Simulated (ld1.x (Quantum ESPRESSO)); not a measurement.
Zn: excitation energies, all-electron against TM

```json
{"Element": "Zn", "Generator": "ld1.x (Quantum ESPRESSO) 7.5", "Type": "norm-conserving Troullier–Martins (Kleinman–Bylander form)", "Functional": "LDA (PZ)", "Relativity": "scalar-relativistic", "Frozen core": "[Ar]", "Valence charge": "12", "Reference configuration": "3d9 4s0 4p0 (charge +3)", "Partial waves": "4s (bound, empty): rc 1.95 bohr; 4p (bound, empty): rc 1.75 bohr; 3d (bound): rc 1.00 bohr", "Local potential": "all-electron potential smoothed inside 1.05 bohr (lloc = -1)", "Core correction": "Bessel-smoothed model core, default radius (core density twice the valence density)"}
```

Energies are relative to the spin-unpolarised reference configuration 3d9 4s0 4p0; without spin polarisation the order of configurations can differ from experiment. Spin-polarised rows fill each open shell by Hund’s rule, majority spin first. Not all tests gave a result: 1 of 9 tests not solved or not reliable. Left out of the table: 3d10 4s0 4p1 (pseudo-atom not self-consistent, printed error +791 meV).

```json
{"valence configuration": "3d10 4s2 4p0", "charge": "0", "ΔE all-electron (eV)": "-69.849", "error AE − PS (meV)": "-64"}
{"valence configuration": "3d10 4s1 4p0", "charge": "+1", "ΔE all-electron (eV)": "-59.659", "error AE − PS (meV)": "-107"}
{"valence configuration": "3d10 4s1.5 4p0", "charge": "+0.5", "ΔE all-electron (eV)": "-65.771", "error AE − PS (meV)": "-82"}
{"valence configuration": "3d9 4s2 4p0", "charge": "+1", "ΔE all-electron (eV)": "-51.644", "error AE − PS (meV)": "-35"}
{"valence configuration": "3d9 4s2 4p1", "charge": "0", "ΔE all-electron (eV)": "-57.494", "error AE − PS (meV)": "-11"}
{"valence configuration": "3d9 4s0 4p0 (spin-polarised)", "charge": "+3", "ΔE all-electron (eV)": "-0.272", "error AE − PS (meV)": "+11"}
{"valence configuration": "3d10 4s1 4p0 (spin-polarised)", "charge": "+1", "ΔE all-electron (eV)": "-59.907", "error AE − PS (meV)": "-106"}
```

(1) What are ΔE and the potential's error for 3d10 4s0 4p0?

Note: ghost state, extra bound levels that the all-electron valence spectrum of the same l lacks: s at -121.9 eV. A true bound ghost makes a file unfit for plane-wave use.

Results:

(1) ΔE = -40.891 eV all-electron; the error (AE − PS) is -183 meV.
